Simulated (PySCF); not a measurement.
Two-component Hartree-Fock for Lu⁵⁴⁺ (lutetium, charge +54)

Start: [Ne] 3s2 3p5; 3p1/2 filled at m_j = +1/2; 3p3/2 filled at m_j = -3/2, -1/2, +1/2, +3/2. Calculated with PySCF 2.14 in an even-tempered Gaussian basis (18 s from 15 bohr⁻², ratio 2.4; 14 p from 20 bohr⁻², ratio 2.4; 4 d from 72 bohr⁻², ratio 2.6; 4 f from 110 bohr⁻², ratio 2.6): generalised Hartree-Fock with the X2C-1e Hamiltonian and a Gaussian nucleus; one run each with spin-orbit coupling (SO) screened by Boettger's factors, then bare. This is a chosen level, not necessarily the ground level.

```json
{"spinor shell": "1s1/2", "electrons": "2", "ε, screened SO (eV)": "-67566.6", "ε, bare SO (eV)": "-67565.9", "weight of nominal j (bare SO)": "1.000", "rms radius, bare SO (bohr)": "0.0219"}
{"spinor shell": "2s1/2", "electrons": "2", "ε, screened SO (eV)": "-14753.2", "ε, bare SO (eV)": "-14753.1", "weight of nominal j (bare SO)": "1.000", "rms radius, bare SO (bohr)": "0.0874"}
{"spinor shell": "2p1/2", "electrons": "2", "ε, screened SO (eV)": "-14263.1", "ε, bare SO (eV)": "-14290.8", "weight of nominal j (bare SO)": "1.000", "rms radius, bare SO (bohr)": "0.0742"}
{"spinor shell": "2p3/2", "electrons": "4", "ε, screened SO (eV)": "-13125.8", "ε, bare SO (eV)": "-13116.8", "weight of nominal j (bare SO)": "1.000", "rms radius, bare SO (bohr)": "0.0811"}
{"spinor shell": "3s1/2", "electrons": "2", "ε, screened SO (eV)": "-5774.6", "ε, bare SO (eV)": "-5774.6", "weight of nominal j (bare SO)": "1.000", "rms radius, bare SO (bohr)": "0.211"}
{"spinor shell": "3p1/2", "electrons": "1", "ε, screened SO (eV)": "-5591.6", "ε, bare SO (eV)": "-5598.7", "weight of nominal j (bare SO)": "1.000", "rms radius, bare SO (bohr)": "0.200"}
{"spinor shell": "3p3/2", "electrons": "4", "ε, screened SO (eV)": "-5291.2", "ε, bare SO (eV)": "-5288.9", "weight of nominal j (bare SO)": "1.000", "rms radius, bare SO (bohr)": "0.212"}
```

| quantity | screened SO | bare SO |
| --- | --- | --- |
| E (hartree) | -11596.52099 | -11597.15766 |
| M_J | 1/2 | 1/2 |
| ⟨J²⟩ | 0.750 | 0.750 |
| ⟨L²⟩ | 2.033 | 2.035 |
| ⟨S²⟩ | 0.782 | 0.784 |

Each row is a mean over spinors that exchange with the open shell spreads, by up to 19.558 eV (2p1/2).

Breit and QED terms are absent; they matter most for the inner s and p1/2 levels.

Densities and radii are taken from the X2C orbitals without a picture-change correction, which distorts them close to the nucleus.
